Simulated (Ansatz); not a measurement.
A run for Ansatz (a quantum-chemistry and plane-wave program): U-wB97X-V/def2-TZVPP on GaP, 2S+1 = 3, a point of a bond scan (R = 5.190 Å).

Ansatz 0.2 input:
```yaml
crystal:
  periodic: [false, false, false]
  atoms:
    - {symbol: Ga, position_ang: [-0.00000000, -0.00000000, -0.73586092]}
    - {symbol: P, position_ang: [0.00000000, 0.00000000, 4.45441140]}
basis:
  gaussian:
    orbitals: def2-TZVPP
hamiltonian:
  xc: {name: wB97X-V}
magnetization: {spin_polarized: true, initial_magnetization: 2}
```

The head of its log:

```
WARN ansatz: RAYON_NUM_THREADS=1 ignored (pool sized by the plan → 1); use --threads N
Functional definition: wB97X-V
integrals: 0.03 GiB planned
563 factors; integrals over basis functions are off by at most 6.0e-4 eV
integrals: 0.07 GiB planned
127 factors; integrals over basis functions are off by at most 1.2e-4 eV
mean field: 0.49 GiB planned
mean field evaluation 1: about -61652.5284 eV, gradient 1.5e1 eV
mean field evaluation 2: about -61589.6977 eV, gradient 4.8e1 eV
```

**Question.** Give the final energy of this run.

**Answer.** -2265.8247 hartree. Its determinant has ⟨S²⟩ = 2.97, a mixture of spin states.
